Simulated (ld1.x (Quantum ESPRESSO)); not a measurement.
## Transferability test, RRKJ potential for Fe (Z = 26)

- Element: Fe (Z = 26)
- Generator: ld1.x (Quantum ESPRESSO) 7.5
- Type: norm-conserving RRKJ (Kleinman–Bylander form)
- Functional: LDA (PZ)
- Relativity: scalar-relativistic
- Frozen core: [Ne]
- Valence charge: 16
- Reference configuration: 3s2 3p6 3d6 4s0 4p0 (charge +2)
- Partial waves: 3s (bound): rc 1.35 bohr; 3p (bound): rc 1.15 bohr; 3d (bound): rc 1.45 bohr
- Local potential: the d channel
- Core correction: a·sin(br)/r model core inside 0.75 bohr

Energies are relative to the spin-unpolarised reference configuration 3s2 3p6 3d6 4s0 4p0; without spin polarisation the order of configurations can differ from experiment. Spin-polarised rows fill each open shell by Hund’s rule, majority spin first.

```tsv
valence configuration	charge	ΔE all-electron (eV)	error AE − PS (meV)
3s2 3p6 3d6 4s1 4p0	+1	-16.492	+740
3s2 3p6 3d5 4s0 4p0	+3	34.529	-15
3s2 3p6 3d6 4s0 4p2	0	-16.860	-249
3s2 3p6 3d7 4s1 4p0	0	-26.302	+342
3s2 3p6 3d6 4s1.5 4p0	+0.5	-21.877	+940
3s2 3p6 3d6 4s0 4p0 (spin-polarised)	+2	-3.590	+325
3s2 3p6 3d6 4s2 4p0 (spin-polarised)	0	-28.862	+1323
```

Q: What are ΔE and the potential's error for 3s2 3p6 3d6.5 4s1.5 4p0?

A: ΔE = -26.222 eV all-electron; the error (AE − PS) is +645 meV.

Q: What are ΔE and the potential's error for 3s2 3p6 3d6 4s2 4p0?

A: ΔE = -25.473 eV all-electron; the error (AE − PS) is +1067 meV.
